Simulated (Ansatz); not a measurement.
CH8B2Si2, SMILES `B1C[SiH2]B[SiH2]1`, relaxed with RKS PBE0-D4/def2-TZVP in Ansatz 0.2.0 from a PBE-D4/def2-SVP geometry. The force threshold is 0.005 eV/Å; the program also tests the step.

Charge 0, multiplicity 1.

Start:

```xyz
13

B     0.656    1.370    0.405
C     1.068    0.542   -0.857
Si   -0.124   -0.926   -1.208
B    -0.788   -1.417    0.648
Si   -0.612    0.331    1.602
H     1.001    2.526    0.574
H     1.961    0.001   -0.438
H     1.442    1.110   -1.733
H    -1.293   -0.462   -2.048
H     0.573   -2.015   -1.987
H    -1.243   -2.480    1.015
H    -1.890    0.871    0.941
H    -0.752    0.548    3.086
```

Task: By how much does the energy fall, and how many steps does the optimiser take? (Best estimate.)

Result: The calculation gave: 1.01 kcal/mol, in 12 steps.

Task: Which bonds change most? (Best estimate.)

Result: Ansatz gave: Si5–H12 from 1.537 to 1.510 Å; C2–Si3 from 1.924 to 1.901 Å; B4–H11 from 1.213 to 1.192 Å; B1–H6 from 1.218 to 1.198 Å.

Task: Give the relaxed structure. (Estimate.)

Result: Computed: 
```xyz
13

B     0.612    1.370    0.362
C     1.105    0.500   -0.829
Si   -0.115   -0.905   -1.222
B    -0.769   -1.407    0.626
Si   -0.678    0.362    1.559
H     0.905    2.526    0.474
H     1.925   -0.070   -0.347
H     1.542    1.024   -1.680
H    -1.275   -0.388   -2.008
H     0.535   -1.971   -2.036
H    -1.133   -2.475    1.009
H    -1.987    0.918    1.050
H    -0.667    0.516    3.041
```
